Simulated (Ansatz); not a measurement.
A geometry relaxed with PBE-D3(BJ)/def2-SVP (Ansatz, an electronic-structure program), charge 0, multiplicity 1:

```xyz
18

H     -0.7589     2.5276     0.5413
H      2.6736    -1.6559    -0.5367
C      0.4578     0.8446     0.1214
H     -2.1167    -2.5550    -0.3060
H      3.7959     0.7687    -0.1722
C     -0.7887     1.4429     0.3387
C     -1.5922    -1.5958    -0.1685
C     -0.1928    -1.6417    -0.2942
C     -2.0658     0.8551     0.3344
C     -2.4127    -0.4886     0.1094
H      0.2380    -2.6332    -0.5177
C      2.7199     0.5508    -0.1234
H     -2.9074     1.5376     0.5339
C      2.1394    -0.7231    -0.3157
H     -3.4927    -0.7073     0.1584
C      1.7094     1.5025     0.1411
C      0.7374    -0.6026    -0.1756
H      1.8563     2.5733     0.3312
```

Q: Write the SMILES of this molecule.

A: azulene `c1ccc2cccc-2cc1`
